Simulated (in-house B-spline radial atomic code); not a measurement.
Kr2+ is squeezed into an impenetrable sphere of radius R (the orbitals vanish at R). Computed with an all-electron radial atomic-structure program (B-spline basis): scalar-relativistic (X2C) Hartree-Fock, spin-polarised, averaged over the determinants with the given up and down occupations, Fermi nucleus of rms radius 4.1884 fm.

Energies in eV above the free ion in [Ar] 3d10 4s2 4p4:

| R (bohr) | highest level (eV) | [Ar] 3d10 4s2 4p4 | [Ar] 3d10 4s1 4p4 4f1 | [Ar] 3d10 4s2 4p3 4d1 |
| --- | --- | --- | --- | --- |
| 7.14 | -34.7 | 0.0004312 | 43.42 | 15.96 |
| 6.55 | -34.7 | 0.002128 | 44.17 | 16 |
| 5.46 | -34.7 | 0.0382 | 46.58 | 16.28 |
| 4.41 | -34.3 | 0.5462 | 51.65 | 17.64 |
| 3.51 | -32.3 | 4.789 | 63.57 | 24.04 |
| 2.95 | -27.6 | 17.78 | 84.86 | 39.95 |
| 2.56 | -19.9 | 44.11 | 119.6 | 69.76 |
| 2.39 | -14.3 | 65.79 | 145.7 | 93.51 |
| 1.7 | 49.8 | 366.2 | 463.8 | 406.1 |
| 1.46 | 115 | 720.2 | 812.7 | 763 |

Question: Does [Ar] 3d10 4s1 4p4 4f1 fall below [Ar] 3d10 4s2 4p4 under compression?

Answer: No, it stays above over the whole range.

Question: Does [Ar] 3d10 4s2 4p3 4d1 fall below [Ar] 3d10 4s2 4p4 under compression?

Answer: No, it stays above over the whole range.

The highest level is first positive in the row R = 1.7 bohr, pushed up by confinement above the zero of the free ion's potential. Each configuration is held fixed and needn't be the lowest in the sphere.
